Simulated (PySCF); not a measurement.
## Basis-set dependence of excited states

H8OSeSi3.
SMILES with atom numbers: `[SiH3:1][O:2][Si@@H:3]([SiH3:4])[SeH:5]` (hydrogens: H6, H7, H8 on Si1; H9 on Si3; H10, H11, H12 on Si4; H13 on Se5)

Geometry (PBE0-D3(BJ)/def2-SVP, Å), atoms numbered from 1 in this order:
```
atom  x, y, z in Å
Si1    2.486    0.150   -0.718
O2     0.906    0.636   -0.493
Si3   -0.392    0.218    0.456
Si4   -2.343    0.562   -0.781
Se5   -0.296   -1.965    1.137
H6     2.528   -1.171   -1.410
H7     3.146    1.179   -1.568
H8     3.198    0.045    0.591
H9    -0.351    0.965    1.749
H10   -3.532    0.336    0.095
H11   -2.366   -0.430   -1.901
H12   -2.400    1.943   -1.350
H13   -0.577   -2.485   -0.211
```

TDDFT with PBE0 (PySCF), vertical singlets, core orbitals frozen in the response, spherical d and f functions. Geometry: PBE0-D3(BJ)/def2-SVP, one conformer, isolated molecule. Relativistic effects, spin–orbit coupling among them, are left out although an element past zinc is present.

Question: How do the low singlets change with the basis? Take 6-31G*, def2-SVP, def2-SVPD, aug-cc-pVDZ, def2-TZVP and def2-TZVPD.

Answer: 

| basis | functions | diffuse | S1 (eV) | S2 (eV) | S3 (eV) | S4 (eV) | S5 (eV) | LUMO (eV) | α (au) |
| --- | --- | --- | --- | --- | --- | --- | --- | --- | --- |
| 6-31G* | 116 | no | 5.64 | 5.93 | 6.10 | 6.67 | 6.95 | -0.16 | 95.6 |
| def2-SVP | 140 | no | 5.67 | 5.95 | 6.09 | 6.73 | 6.97 | -0.13 | 100.2 |
| def2-SVPD | 200 | yes | 5.44 | 5.62 | 5.81 | 6.50 | 6.57 | -0.47 | 117.1 |
| aug-cc-pVDZ | 212 | yes | 5.37 | 5.57 | 5.72 | 6.33 | 6.39 | -0.58 | 118.6 |
| def2-TZVP | 238 | no | 5.52 | 5.69 | 5.86 | 6.45 | 6.74 | -0.47 | 111.3 |
| def2-TZVPD | 298 | yes | 5.42 | 5.57 | 5.72 | 6.36 | 6.44 | -0.61 | 117.9 |

States are compared by their number. Against the largest diffuse basis here (def2-TZVPD, itself not a converged limit), sets without diffuse functions differ by up to 0.25 eV in S1 and 0.54 eV in S5; the smaller diffuse sets differ by up to 0.06 and 0.13 eV. State by state, the largest deviation of a set without diffuse functions is S1 0.25, S2 0.38, S3 0.38, S4 0.37, S5 0.54 eV. The same number needn't mean the same state in each row. Against def2-TZVPD the polarisability deviates by -19% in 6-31G*, -15% in def2-SVP, -1% in def2-SVPD, +1% in aug-cc-pVDZ, -6% in def2-TZVP.
